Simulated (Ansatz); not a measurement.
# A geometry optimisation of FH2InS2 with PBE0-D4/def2-SVP

The starting geometry of this gas-phase singlet was optimised with GFN2-xTB.

```xyz
6

F    -2.0895    1.9686   -1.3284
In   -2.2952   -0.2089   -0.8360
S    -2.3295    0.8458    1.8911
S    -2.3301    2.8102    1.4587
H    -2.2663    2.7421    0.0795
H    -1.0037    3.1364    1.5131
```

Task: Predict what it relaxes into with PBE0-D4/def2-SVP.

Result: A new bond forms, giving a structure given below by its coordinates. Distances that change by over a tenth: S4–H5 (1.38 → 1.94 Å). Contacts that close: F1–H5 (1.62 → 0.98 Å).

The energy falls by 0.79 eV over 12 steps:

```json
{"step": "1", "E − E(last) (eV)": "0.793"}
{"step": "2", "E − E(last) (eV)": "0.661"}
{"step": "3", "E − E(last) (eV)": "0.535"}
{"step": "5", "E − E(last) (eV)": "0.245"}
{"step": "6", "E − E(last) (eV)": "0.079"}
{"step": "7", "E − E(last) (eV)": "0.063"}
{"step": "8", "E − E(last) (eV)": "0.009"}
{"step": "10", "E − E(last) (eV)": "0.000"}
{"step": "11", "E − E(last) (eV)": "0.000"}
{"step": "12", "E − E(last) (eV)": "0.000"}
```

Final geometry (Å):

```tsv
atom	x (Å)	y (Å)	z (Å)
F	-2.1991	2.1658	-1.2668
In	-2.2684	-0.2008	-0.6179
S	-2.3093	0.7723	1.8488
S	-2.3067	2.8414	1.5289
H	-2.2478	2.6147	-0.3978
H	-0.9829	3.1007	1.6830
```

Frequencies at the end are all real (lowest 57 cm⁻¹). Atoms past krypton carry core potentials, without spin–orbit terms. Run with Ansatz 0.2.0, 38 s on 2 threads of Arm Neoverse N1, on a shared host.
